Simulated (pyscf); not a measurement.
Single points on ωB97X-D3(BJ)/def2-SVP structures (PySCF, gas phase). MP2 and CC: frozen core, UHF for open shells. ΔMP2 is the change of the MP2 total energy from the triple- to the quadruple-zeta basis. Singlets are restricted, triplets unrestricted.

Singlet (Å):
```xyz
6

C     -0.7209    -0.3370    -0.5525
C      0.5033    -0.0475     0.0977
I      0.8671     1.7406     1.2962
H     -1.3202     0.5923    -0.6592
H      0.9286     0.1495    -0.9359
H      1.0937    -0.8673     0.5267
```

Triplet (Å):
```xyz
6

C     -2.1056     0.3030    -0.0058
C     -0.7298     0.0546     0.2365
I     -0.1162    -1.9324    -0.6553
H     -2.6899     0.6081    -0.8779
H     -0.4685    -0.0747     1.2952
H     -0.0335     0.7487    -0.2603
```

Question: For these two minima of :HC–CH₂–I, which spin state lies lower at CCSD(T)/def2-TZVPP + ΔMP2(QZVPP), and by how much (electronic energies)?

Answer: The triplet, by 15.4 kJ/mol. Zero-point energy shifts E(triplet) − E(singlet) by +2.0 kJ/mol. :HC–CH₂–I [triplet] lies 291.5 kJ/mol over its isomer H₂C=CH–I, and others may lie lower still (electronic energy, ωB97M-D3(BJ)). 

E(triplet) − E(singlet) by level (kJ/mol):

```json
[
 {"level": "ωB97X-D3(BJ)/def2-TZVP", "gap": "-14.5"},
 {"level": "PBE/def2-TZVP", "gap": "-23.5"},
 {"level": "r²SCAN/def2-TZVP", "gap": "-48.4"},
 {"level": "B3LYP-D3(BJ)/def2-TZVP", "gap": "-22.8"},
 {"level": "PBE0-D3(BJ)/def2-TZVP", "gap": "-37.4"},
 {"level": "M06-2X/def2-TZVP", "gap": "-32.0"},
 {"level": "ωB97M-D3(BJ)/def2-TZVP", "gap": "-10.7"},
 {"level": "HF/def2-TZVP", "gap": "-110.2"},
 {"level": "MP2/def2-QZVPP", "gap": "-14.5"},
 {"level": "CCSD/def2-TZVPP", "gap": "-28.2"},
 {"level": "CCSD(T)/def2-TZVPP", "gap": "-20.3"},
 {"level": "CCSD(T)/def2-TZVPP + ΔMP2(QZVPP)", "gap": "-15.4"}
]
```

The triplet is the lowest one reached from the SCF start used. The CCSD(T) − MP2 part came from Ansatz, without density fitting, on the same reference. The frozen core leaves the outer d or s,p core shells of the metals and heavy elements correlated in the MP2 and CC values, and def2-TZVPP describes them poorly, which can shift differences by a few kcal/mol. Elements past Kr carry the def2 core potentials, without spin-orbit coupling.
